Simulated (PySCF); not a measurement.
## Excitation energy of Zn⁺ by level of theory

Zn⁺ [Ar] 3d10 4s1 (2S) → Zn⁺ [Ar] 3d9 4s2 (2D), as a difference of total energies. Calculation: PySCF 2.14, in ANO-RCC-VTZP; the spin-free X2C one-electron Hamiltonian (Gaussian nucleus). Correlated levels: valence: [Ar] frozen; valence and next inner shell: [Ne] frozen. The calculations carry no spin-orbit coupling.

```tsv
method	excitation energy (eV)	error (eV)
UHF	6.742	-1.168
LDA	8.274	+0.364
PBE	7.968	+0.058
PBE0	7.779	-0.131
r2SCAN	7.835	-0.075
B3LYP	7.641	-0.269
M06-L	7.637	-0.273
MN15	8.549	+0.639
MP2 (valence)	8.486	+0.576
SCS-MP2 (valence)	8.082	+0.172
MP2 (valence and next inner shell)	8.903	+0.993
SCS-MP2 (valence and next inner shell)	8.424	+0.514
```

Reference: 7.910 eV (measured; NIST levels, between the centres of gravity of the two terms).

Errors of the correlated levels include the incompleteness of this basis and the frozen core.
